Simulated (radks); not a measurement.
Ho XXIV, 44 electrons, occupied as [Kr] 4d8. Calculated with a radial shooting solver on a logarithmic mesh with Libxc functionals: scalar-relativistic Kohn-Sham, BLYP, spin-polarised, spherical densities, finite nucleus; open shells are filled with parallel spins first (spin-orbit coupling, left out, can overturn this in heavy ions); Fermi nuclear charge, rms radius 5.2022 fm.

Unscreened Slater integrals over Kohn-Sham orbitals (cm^-1). They are taken over the spin-up orbitals. Empty in this configuration: 5s.

\begin{tabular}{lr}
integral & value \\ \hline
F0(4d,4d) & 376050 \\
F2(4d,4d) & 192790 \\
F4(4d,4d) & 130800 \\
F0(4d,4p) & 380390 \\
F2(4d,4p) & 196460 \\
G1(4d,4p) & 247000 \\
G3(4d,4p) & 157130 \\
F0(4d,4s) & 387280 \\
G2(4d,4s) & 194690 \\
F0(4d,5s) & 256010 \\
G2(4d,5s) & 29423 \\
F0(4p,4p) & 385630 \\
F2(4p,4p) & 202430 \\
F0(4p,4s) & 392700 \\
G1(4p,4s) & 266970 \\
F0(4p,5s) & 257360 \\
G1(4p,5s) & 25150 \\
F0(4s,4s) & 400400 \\
F0(4s,5s) & 259250 \\
G0(4s,5s) & 18309 \\
F0(5s,5s) & 214740 \\
\end{tabular}

Derived for the open shells (J is the average intra-shell exchange parameter used in DFT+U). 4d: Racah B = F2/49 - 5 F4/441 = 2451 cm^-1, C = 35 F4/441 = 10380 cm^-1, C/B = 4.23, F4/F2 = 0.678, J = (F2 + F4)/14 = 23110 cm^-1.
